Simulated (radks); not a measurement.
Values are calculated unless marked as measured or tabulated.
Polarisability of the scandium ion Sc2+, [Ar] 3d1, at imaginary frequency. Code: a radial shooting solver on a logarithmic mesh with Libxc functionals. Model: scalar-relativistic Kohn-Sham, LDA (Slater exchange, VWN5 correlation), spin-unpolarised, spherical densities, finite nucleus; Fermi nuclear charge, rms radius 3.5459 fm. Response by self-consistent Sternheimer equations with the Hartree and adiabatic LDA kernel, the relativistic mass of each level held fixed and spin-orbit coupling left out.

w (hartree)  alpha1(iw) (bohr^3)
0.00266                    5.088
0.0143                     5.082
0.0360                     5.048
0.0697                     4.945
0.118                      4.724
0.186                      4.367
0.280                      3.916
0.413                      3.425
0.605                      2.900
0.892                      2.313
1.35                       1.653
2.12                      0.9923
3.59                      0.4695
6.94                      0.1644
17.5                     0.03648

Static values: alpha1 = 5.088 bohr^3 (0.7540 angstrom^3; uncoupled 6.683). C6 = 14.98, triple-dipole C9 = 48.71 atomic units. One-pole (London) frequency 4 C6 / (3 alpha1^2) = 0.772 hartree, against 0.666 for minus the highest occupied eigenvalue.
